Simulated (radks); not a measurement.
Isoelectronic series with 10 electrons, each ion in its NIST ground configuration. All-electron calculation, non-relativistic Kohn-Sham, r2SCAN, spin-polarised, spherical densities, point nucleus; meta-GGA in the generalised Kohn-Sham scheme. Program: a radial shooting solver on a logarithmic mesh with Libxc functionals. Total energies (hartree) and mean radii <r> (bohr):

ion	configuration	E (hartree)	2p	2s	1s
Ne	[Ne]	-128.93484	0.9738	0.8969	0.1581
Al3+	[Ne]	-240.39367	0.5962	0.6228	0.1205
S6+	[Ne]	-387.96486	0.4356	0.4750	0.09726
K9+	[Ne]	-571.57962	0.3441	0.3837	0.08151
Ti12+	[Ne]	-791.21657	0.2847	0.3219	0.07013
Mn15+	[Ne]	-1046.86647	0.2429	0.2772	0.06153
Ni18+	[Ne]	-1338.52460	0.2119	0.2434	0.05481
Ga21+	[Ne]	-1666.18830	0.1879	0.2170	0.04940
Se24+	[Ne]	-2029.85592	0.1688	0.1958	0.04497
Rb27+	[Ne]	-2429.52644	0.1532	0.1783	0.04126
Zr30+	[Ne]	-2865.19914	0.1403	0.1637	0.03812
Tc33+	[Ne]	-3336.87352	0.1294	0.1513	0.03542
